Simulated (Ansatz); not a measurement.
Molecule: sum formula GeBr3Cl, charge 0, multiplicity 1. 
Coordinates optimised at B3LYP-D3(BJ)/def2-TZVP (Ansatz, a first-principles code):
```
Ge
Cl 1 2.1437
Br 1 2.2977 2 109.00
Br 1 2.2977 2 109.00 3 -120.00
Br 1 2.2977 2 109.00 4 -120.00
```
Charge 0, spin multiplicity 1.

Property: vertical electron affinity (to the doublet state of charge -1; a negative value means that the extra electron is unbound and the number depends on the basis; each state is the SCF solution reached for its spin; the molecule has degenerate orbitals, so one determinant may break the symmetry), in eV. Correlated levels leave the core frozen unless marked. UHF or UKS for open shells. Spin-orbit coupling is left out. The frozen core is the preceding noble-gas configuration, with the filled d and f shells of earlier blocks. Non-relativistic. Anions need diffuse functions: def2-D sets add few. CBS marks a two-point X^-3 extrapolation of the correlation energy; Hartree-Fock from the larger set. [CCSD(T)-MP2]/basis is that difference in the basis named.

RI-MP2/CBS(def2-TZVPPD,def2-QZVPPD)+[CCSD(T)-MP2]/def2-TZVPPD (Ansatz) gives 1.04 eV.

Another calculation gave 1.22 eV. Which level was it?
A) wB97X/def2-TZVPD (Ansatz)
B) SVWN5/def2-TZVPD (Ansatz)
C) r2SCAN/def2-TZVPD (Ansatz)

A, wB97X/def2-TZVPD (Ansatz). The others give 1.44 (r2SCAN), 1.76 (SVWN5) eV.
